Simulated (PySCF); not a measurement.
C8H9N: calculation and literature

Atoms are numbered as in `[CH3:1]/[N:2]=[CH:3]/[c:4]1[cH:5][cH:6][cH:7][cH:8][cH:9]1`; H(Xn) means a hydrogen on atom n.

Published estimates (parent shift plus substituent increments) and measurements: δ $^{13}$C C7 130.8; C5/C9 129.0; C6/C8 128.6 ppm (estimated from measurements, as parent shift plus tabulated substituent increment; solution, not stated per compound (mostly CDCl3 or CCl4); Pretsch, Buehlmann, Badertscher, Structure Determination of Organic Compounds, 4th ed. (2009)).

- GFN2-xTB geometry
- shielding tensors at PBE0/pcSseg-1 (GIAO)
- program: PySCF 2.14
- no solvent model, one conformer, one averaged value for each set of equivalent atoms, no relativistic terms

Question: How close does the calculation come?

Answer: 
Reference values: estimated from measurements, as parent shift plus tabulated substituent increment (solution, not stated per compound (mostly CDCl3 or CCl4); Pretsch, Buehlmann, Badertscher, Structure Determination of Organic Compounds, 4th ed. (2009)).
| atoms | quantity | reference | computed | computed, scaled |
| --- | --- | --- | --- | --- |
| C7 | δ $^{13}$C | 130.8 | 136.2 | 130.6 |
| C5/C9 | δ $^{13}$C | 129.0 | 135.1 | 129.5 |
| C6/C8 | δ $^{13}$C | 128.6 | 133.8 | 128.2 |

Computed shifts are σ(ref) − σ with the named reference compound (TMS for H and C) calculated as an isolated molecule at the same level. The measured values may be among those fitted. Empirical linear scaling, fitted to shifts measured mostly in CDCl3 for H and C (δ vs TMS): $^{13}$C (scatter 2.1 ppm rms, 2.3 ppm with the 13 outliers that the fit left out). Occasional misses reach two or three times the rms, and more in compound classes unlike the fitted ones.

Question: How far are the unscaled $^{13}$C shifts from the references?

Answer: Mean signed difference +5.57 ppm, mean absolute 5.57 ppm over 3 comparisons; the largest is +6.1 ppm at C5/C9 (aromatic CH).
